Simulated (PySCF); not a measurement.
# Reading the logs of faulty runs: B2CH5N

Calculated results; nothing here was measured. They come from PySCF 2.14.0, an open-source quantum chemistry program, on an isolated molecule that a program drew, which may never have been made. The molecule is B2CH5N (charge 0, singlet), drawn as the SMILES string `BC=BN`.

Each row is a Hartree-Fock (HF) and frozen-core CCSD(T) single point in the cc-pVDZ basis, meant for a local HF minimum. Run 1 is clean. Each other run has one planted mistake out of seven kinds, and not every kind appears here: one electron removed, one electron added, multiplicity raised by two, geometry at a saddle point, minimal basis STO-3G, one bond length entered in bohr, all coordinates scaled. The reference is restricted for singlets and unrestricted otherwise, and also for a bond in bohr. Adding or removing an electron swaps singlet and doublet. Electrons count all cores. HOMO and LUMO are orbital energies over both spins, the gradient is its largest component, and the lowest frequency (negative if imaginary) is given only where the gradient is small. Bond lengths are over the 8 bonds as drawn. T1 is the CCSD diagnostic: over 0.02 (restricted) or 0.045 (unrestricted) a single reference is doubtful.

Geometry of the clean run:
```xyz
9
B2CH5N, angstrom
B     1.1333    0.5189   -0.0343
C     1.2551   -0.9430   -0.4325
B     1.1548   -1.1869   -1.8128
N     1.0501   -1.3622   -3.1598
H     0.9648    1.3670   -0.8802
H     1.1985    0.8795    1.1140
H     1.4066   -1.7370    0.2890
H     1.8394   -1.3156   -3.7714
H     0.1719   -1.4930   -3.6190
```

```
run,electrons,basis functions,<S^2>,HOMO (eV),LUMO (eV),gradient (hartree/bohr),lowest frequency (cm^-1),mean bond (Å),longest bond (Å),T1,HF (hartree),CCSD(T) (hartree),mistake
1,28,81,0.000,-8.94,3.08,3.4e-05,147,1.2232,1.520,0.0134,-144.60567,-145.12334,no fault
2,29,81,0.878,1.29,8.37,2.0e-02,-,1.2232,1.520,0.0233,-144.52419,-145.06114,one electron added
3,28,81,0.000,-8.78,2.90,2.3e-02,-,1.2586,1.564,0.0143,-144.59838,-145.12202,all coordinates scaled
4,28,81,0.735,-8.78,2.47,1.8e-02,-,1.3437,2.048,0.0561,-144.47262,-144.98858,one bond length entered in bohr
5,27,81,0.755,-17.65,-6.40,1.1e-01,-,1.2232,1.520,0.0129,-144.32918,-144.79812,?
```

**Which mistake was planted in run 5, and what did it cost?**

It counts 27 electrons, one fewer than the clean run, at the same geometry and basis. So the mistake is: one electron removed. Subtracting run 1 and multiplying by 627.51 kcal/mol a hartree, the energy moved by 173.5 kcal/mol in HF and 204.1 kcal/mol in CCSD(T).

Cautions from the logs. Run 2: the HOMO is above zero, so the electron isn't bound and the energy depends on the basis; run 4: T1 is over the limit, so its CCSD(T) energy is less reliable.
